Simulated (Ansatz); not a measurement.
CH4FGeS (`[CH3][Ge]([F])[SH]`) radical, 8 atoms. Charge 0, multiplicity 2. Correlated methods include outer-core shells of Ge, which these sets cover unevenly. Scalar relativity is left out up to krypton. All runs use 4 threads of a server CPU on a shared host. Correlated methods freeze the cores. Open-shell runs search over several starts.

(1) How many basis functions does each run have, and how long does it take in Ansatz? UKS PBE-D4/def2-TZVPP energy and forces; UKS ωB97M-V/def2-QZVPP energy; UKS B3LYP-D4/def2-TZVPP energy and forces; UHF-CCSD(T)/def2-SVP energy; UKS PBE0-D4/def2-TZVP relaxation (11 steps); UKS PBE0-D4/def2-TZVP frequencies; UKS ωB97M-V/def2-SVP energy; UKS PBE0-D4/def2-SVP energy; UHF-MP2/def2-QZVPP energy; UHF-CCSD(T)/def2-TZVPP energy; UKS PBE0-D4/def2-QZVPP energy; UKS r2SCAN0-D4/def2-TZVPP energy. (Estimate.)

Results:

(1) Ansatz gave: Other jobs shared the machine, so times are rough.

```csv
level,job,functions,wall time,peak host memory (GiB)
UKS PBE0-D4/def2-SVP,energy,98,2.5 s,0.32
UKS PBE-D4/def2-TZVPP,energy and forces,208,4.2 s,0.33
UKS B3LYP-D4/def2-TZVPP,energy and forces,208,7 s,0.75
UKS ωB97M-V/def2-SVP,energy,98,9 s,0.51
UKS r2SCAN0-D4/def2-TZVPP,energy,208,9 s,0.81
UHF-CCSD(T)/def2-SVP,energy,98,21 s,0.83
UKS PBE0-D4/def2-QZVPP,energy,393,22 s,1.8
UHF-MP2/def2-QZVPP,energy,393,37 s,2.1
UKS ωB97M-V/def2-QZVPP,energy,393,50 s,2.2
UKS PBE0-D4/def2-TZVP,relaxation (11 steps),171,65 s,0.62
UKS PBE0-D4/def2-TZVP,frequencies,171,2.6 min,0.63
UHF-CCSD(T)/def2-TZVPP,energy,208,7.5 min,7.8
```

B3LYP here is the variant with VWN-RPA as its local correlation; programs differ in this.
